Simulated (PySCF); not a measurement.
# Computed vibrations of [Eu(NO2)2]+

[Eu(NO2)2]+ (singlet in the valence; each metal's 4f electrons, 6 of them, lie in its core potential, out of spins and levels). PySCF 2.14.0, RKS BP86, Eu lcecp-1-SVP with ECP52, O def2-SVP, N def2-SVP; non-relativistic Hamiltonian with scalar-relativistic core potentials where named; density fitting; no spin-orbit coupling. Central differences of gradients.

```xyz
7

Eu    0.0000    0.0000    0.0000
O     0.7596    0.7596    2.0427
O    -0.7596   -0.7596    2.0427
N     0.0000    0.0000    2.7610
O     0.7596   -0.7596   -2.0427
O    -0.7596    0.7596   -2.0427
N     0.0000    0.0000   -2.7610
```

Run from Python with OMP_NUM_THREADS=2. Where DIIS fails, smearing, a level shift and second-order steps follow.
It took 66 s on 2 threads of Arm Neoverse V1 (shared host).

(1) What are the harmonic wavenumbers and infrared intensities?

(2) Is this a minimum?

An lcecp potential fixes the number of 4f electrons, so in runs with it no electron can move into or out of that shell.

Answers

(1) Modes are labelled in D2d; negative numbers are unstable modes, those under 60 cm⁻¹ near the noise; a finer grid moves soft modes by up to 10 cm⁻¹.
```json
{"cm⁻¹": "-29", "km/mol": "–", "symmetry": "e"}
{"cm⁻¹": "-29", "km/mol": "–", "symmetry": "e"}
{"cm⁻¹": "110", "km/mol": "0.0", "symmetry": "b1"}
{"cm⁻¹": "195", "km/mol": "3.9", "symmetry": "e"}
{"cm⁻¹": "195", "km/mol": "3.9", "symmetry": "e"}
{"cm⁻¹": "281", "km/mol": "0.0", "symmetry": "a1"}
{"cm⁻¹": "328", "km/mol": "1.7", "symmetry": "e"}
{"cm⁻¹": "328", "km/mol": "1.7", "symmetry": "e"}
{"cm⁻¹": "339", "km/mol": "90.0", "symmetry": "b2"}
{"cm⁻¹": "778", "km/mol": "43.2", "symmetry": "b2"}
{"cm⁻¹": "806", "km/mol": "0.0", "symmetry": "a1"}
{"cm⁻¹": "1075", "km/mol": "302.8", "symmetry": "e"}
{"cm⁻¹": "1075", "km/mol": "302.8", "symmetry": "e"}
{"cm⁻¹": "1239", "km/mol": "74.7", "symmetry": "b2"}
{"cm⁻¹": "1241", "km/mol": "0.0", "symmetry": "a1"}
```

(2) Probably not: 2 unstable, though so soft as to be near the noise; the lowest moves the atoms so:
```
Eu  -0.04 -0.19  0.00
O   -0.01  0.26 -0.29
O   -0.01  0.26  0.29
N    0.03  0.43  0.00
O    0.11  0.28 -0.20
O    0.11  0.28  0.20
N    0.13  0.45  0.00
```
